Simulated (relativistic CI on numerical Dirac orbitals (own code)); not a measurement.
## Ag13+: sensitivity of the levels to the model

Base calculation: Dirac-Coulomb-Breit CI, orbitals from a KLI potential per configuration, model QED (radiative potential, 1s self-energy scaled to tabulated hydrogen-like ionisation energies), unscaled Slater integrals.

CI space (outside the closed core [Ar] 3d10): 4s²4p⁴, 4s4p⁵, 4p⁶, 4s²4p³4d, 4s4p⁴4d, 4s²4p³4f, 4s4p⁴4f, 4p⁵4d, 4s4p³4d², 4s²4p³5s, 4s²4p²4d4f, 4s²4p³5p, 4p⁵4f, 4p⁵5s, 4s4p⁴5s, 4s²4p³5d, 4s4p³4d5s, 4s4p⁴5p, 4s²4p²4f5s, 4s²4p³5f, 4s²4p³6s, 4p⁴4d4f, 4s²4p³5g, 4s²4p³6p, 4s4p⁴5d, 4s4p³4f², 4s²4p³6d, 4s²4p²4d², 4s²4p4d³, 4s4p²4d³, 4s²4p4d²4f, 4s4p²4d²4f, 4s²4p4d²5s, 4p⁴4d², 4p³4d³, 4p³4d²4f, 4p³4d²5s, 4s²4p²4d5s, 4s4p²4d²5s, 4s²4p4d4f5s, 4s4p²4d4f5s, 4s²4p4d5s², 4s²4p²5s², 4s4p²4d5s², 4s²4p4f5s², 4s4p²4f5s², 4p⁴4d5s, 4p³4d4f5s, 4p³4d5s². Double excitations out of closed p, d and f shells are left out; levels of such configurations are missing from the list, as are those of other unlisted configurations, and high levels can miss mixing partners. These lack a partner that the ground configuration has and come out too high: 4s²4p³5p, 4s²4p³5d, 4s4p⁴5p, 4s²4p³5f, 4s²4p³6s.

The lowest level and the first level of each name with at least 55 % of one term (blank where a level has no safe partner in the second run):

```tsv
Level	Base (cm⁻¹)	Shift (cm⁻¹)
4s²4p⁴ ³P2	0	0
4s²4p⁴ ³P0	27955	+7
4s²4p⁴ ³P1	47406	-10
4s²4p⁴ ¹D2	66979	-20
4s²4p⁴ ¹S0	134072	-2
4s4p⁵ ³P°2	337035	+5
4s4p⁵ ³P°1	362126	+1
4s4p⁵ ³P°0	388192	+2
4s4p⁵ ¹P°1	436459	-9
4s²4p³4d ⁵D°0	467130	-1
4s²4p³4d ⁵D°3	467250	-9
4s²4p³4d ⁵D°1	469954	+5
4s²4p³4d ⁵D°4	474122	-2
4s²4p³4d ³D°1	509401	+2
4s²4p³4d ¹S°0	512808	-5
4s²4p³4d ³F°3	518292	-13
4s²4p³4d ³F°4	535784	-23
4s²4p³4d ¹G°4	545430	-32
4s²4p³4d ³G°5	547232	-28
4s²4p³4d ³P°1	566595	-37
4s²4p³4d ³P°0	567404	-31
4s²4p³4d ³D°2	577290	-48
```

At this charge energies of transitions that change n are usually good to better than 1 %, and those within a shell (Δn = 0) to a few per cent.

(1) One thing was changed in a second run, which moved the levels as shown. Which?
A. one mean potential for all configurations
B. configuration mixing switched off
C. P86 correlation estimate
D. Breit term removed
E. QED terms removed

Answers

(1) A. One mean potential for all configurations. One potential for all configurations removes the relaxation of the orbitals, which moves whole configurations and changes the integrals a little.

LS names give the leading component of a level, which can be under half, so a name can repeat, a term be missing and a line seem to break the LS rules.
